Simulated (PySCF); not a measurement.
One molecule, a ladder of functionals, a line

Molecule: SMILES Cl[C@H](CB)C=C, C4H8BCl.

Molfile (atoms numbered from 1):
```
C4H8BCl
     RDKit          3D

 14 13  0  0  0  0  0  0  0  0999 V2000
   -1.9878    0.6627    1.0241 B   0  0  0  0  0  0  0  0  0  0  0  0
   -1.1695   -0.1510   -0.0231 C   0  0  0  0  0  0  0  0  0  0  0  0
    0.2958   -0.3829    0.2962 C   0  0  1  0  0  0  0  0  0  0  0  0
    1.0012   -1.5838   -0.8707 Cl  0  0  0  0  0  0  0  0  0  0  0  0
    1.1029    0.8712    0.2260 C   0  0  0  0  0  0  0  0  0  0  0  0
    1.7351    1.4140    1.2665 C   0  0  0  0  0  0  0  0  0  0  0  0
   -1.5851    0.8223    2.1543 H   0  0  0  0  0  0  0  0  0  0  0  0
   -3.0825    1.0844    0.7301 H   0  0  0  0  0  0  0  0  0  0  0  0
   -1.7055   -1.1255   -0.0473 H   0  0  0  0  0  0  0  0  0  0  0  0
   -1.2922    0.2416   -1.0472 H   0  0  0  0  0  0  0  0  0  0  0  0
    0.4045   -0.8460    1.2873 H   0  0  0  0  0  0  0  0  0  0  0  0
    1.1306    1.3581   -0.7564 H   0  0  0  0  0  0  0  0  0  0  0  0
    1.7236    0.9393    2.2527 H   0  0  0  0  0  0  0  0  0  0  0  0
    2.2869    2.3524    1.1705 H   0  0  0  0  0  0  0  0  0  0  0  0
  1  2  1  0
  2  3  1  0
  3  4  1  0
  3  5  1  0
  5  6  2  0
  1  7  1  0
  1  8  1  0
  2  9  1  0
  2 10  1  0
  3 11  1  1
  5 12  1  0
  6 13  1  0
  6 14  1  0
M  END
```

GIAO shieldings (ppm, equivalent atoms averaged) in PySCF 2.14 on the PBE0-D3(BJ)/def2-SVP geometry, basis pcSseg-1, gas phase, non-relativistic:

| functional | exact exchange (%) | σ(B1) | σ(C3) | σ(C2) | σ(Cl4) |
| --- | --- | --- | --- | --- | --- |
| BLYP | 0 | 4.3 | 101.8 | 122.6 | 663.4 |
| BP86 | 0 | 8.0 | 107.6 | 127.8 | 678.3 |
| PBE | 0 | 5.7 | 108.2 | 127.7 | 678.3 |
| PBE0 | 25 | 13.0 | 115.7 | 135.9 | 720.2 |
| mPW1PW91 | 25 | 14.1 | 114.9 | 135.6 | 719.1 |
| BHandHLYP | 50 | 17.9 | 116.6 | 137.7 | 743.4 |
| HF | 100 | 35.0 | 130.0 | 150.3 | 812.0 |

Task: Fit each shielding as a line in the percentage of exact exchange.

Result: σ(B1) = 5.9 + 0.28 x (rms 1.4 ppm); σ(C3) = 106.8 + 0.23 x (rms 2.6 ppm); σ(C2) = 127.1 + 0.24 x (rms 2.3 ppm); σ(Cl4) = 677.0 + 1.38 x (rms 6.9 ppm). The functionals also differ in their semilocal parts, which the line can't hold; Hartree–Fock has no correlation at all.

Task: What does the line predict for B3LYP (20 %), and what does the run give?

Result: σ(B1): 11.5 predicted, 9.6 computed; σ(C3): 111.4 predicted, 108.2 computed; σ(C2): 131.9 predicted, 129.4 computed; σ(Cl4): 704.6 predicted, 698.4 computed ppm.
